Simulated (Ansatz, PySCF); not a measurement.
Reaction (SMILES): N[SiH2][SiH2]N → N[SiH-][SiH2]N + H+
Structures are relaxed separately at B3LYP-D3(BJ)/def2-TZVP in Ansatz (a first-principles code), one conformer each, not searched for the lowest. Frequencies are from Ansatz or PySCF.
Geometry of the first species:
```
Si
N 1 1.7332
H 2 1.0087 1 120.69
H 2 1.0090 3 110.94 1 144.78
H 1 1.4848 2 107.68 3 -55.61
H 1 1.4924 5 105.84 2 -124.19
Si 1 2.3536 5 112.54 6 -120.97
N 7 1.7332 1 104.67 5 -108.68
H 8 1.0087 7 120.69 1 -175.57
H 8 1.0090 9 110.94 7 144.78
H 7 1.4848 8 107.68 9 -55.61
H 7 1.4924 11 105.84 8 -124.19
```

Quantity: gas-phase deprotonation energy (0 K, with B3LYP-D3(BJ) harmonic zero-point energies), in kJ/mol. Valence correlation only, unless marked. Spin-orbit coupling is left out. No relativistic terms. Anions need diffuse functions: aug- sets have them; def2-D sets add few; the other sets have none. CBS marks a two-point X^-3 extrapolation of the correlation energy; Hartree-Fock from the larger set.

```
level                                                program  gas-phase deprotonation energy (kJ/mol)
--------------------------------------------  --------------  ---------------------------------------
BLYP/def2-TZVPD                                       Ansatz                                        …
PBE0/STO-3G                                           Ansatz                                   1968.6
PBE0-D3(BJ)/def2-TZVPD                        Ansatz + dftd3                                   1543.4
HSE06-D4/def2-TZVPD                           Ansatz + dftd4                                   1539.3
CCSD(T)/CBS(aug-cc-pV(T+d)Z,aug-cc-pV(Q+d)Z)          Ansatz                                   1548.0
```

Problem. Complete the blanks.

Solution. 
- BLYP/def2-TZVPD, gas-phase deprotonation energy (kJ/mol): 1532.2
